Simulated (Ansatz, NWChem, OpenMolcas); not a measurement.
C2H3In (SMILES C#[C][InH2]): the electronic atomisation energy, rung by rung

C2H3In has 6 atoms, charge 0, and is taken as a singlet. As SMILES, `C#[C][InH2]`. The shape is that of a PBE0-D4/def2-TZVP optimisation.

```xyz
6

C    -0.1866   -1.9280    0.0151
C    -0.0704   -0.7234    0.0059
In    0.1319    1.3639   -0.0106
H    -0.2890   -2.9896    0.0233
H     0.6735    2.0815   -1.4688
H    -0.2594    2.1955    1.4350
```

Quantity: the electronic atomisation energy, in eV. The values are calculated. Electronic energies at fixed atoms, without zero-point motion or spin-orbit coupling.

| level | kind | program | value (eV) | less CCSD(T)/def2-SVPD | CPU time (all runs) |
| --- | --- | --- | --- | --- | --- |
| BLYP/def2-SVPD (core potential) | GGA | OpenMolcas | 20.13 | +0.39 | 46 s |
| r2SCAN/def2-SVPD (core potential) | meta-GGA | Ansatz | 20.43 | +0.69 | 27 s |
| r2SCAN0/def2-SVPD (core potential) | hybrid meta-GGA | Ansatz | 20.09 | +0.35 | 22 s |
| CAM-B3LYP/def2-SVPD (core potential) | range-separated hybrid | Ansatz | 20.43 | +0.69 | 11 s |
| RPA@PBE/def2-SVPD (core potential) | RPA | Ansatz | 18.77 | -0.97 | 17 s |
| RPA@PBE0/def2-SVPD (core potential) | RPA | Ansatz | 19.14 | -0.60 | 18 s |
| MP2/def2-SVPD (core potential) | perturbation theory | NWChem | 20.18 | +0.44 | 58 s |
| CCSD(T)/def2-SVPD (core potential) | coupled cluster or CI | NWChem | 19.74 | 0.00 | 3 min |

CCSD(T)/def2-SVPD (core potential) is the highest level here, not the true value. Correlated wave functions underbind in double-zeta sets. The values span 18.77 to 20.43 eV. In the correlated wave-function rows the outer d shell of In is correlated, in sets not made for it. CPU times are rough (shared hosts, several kinds of processor and program).
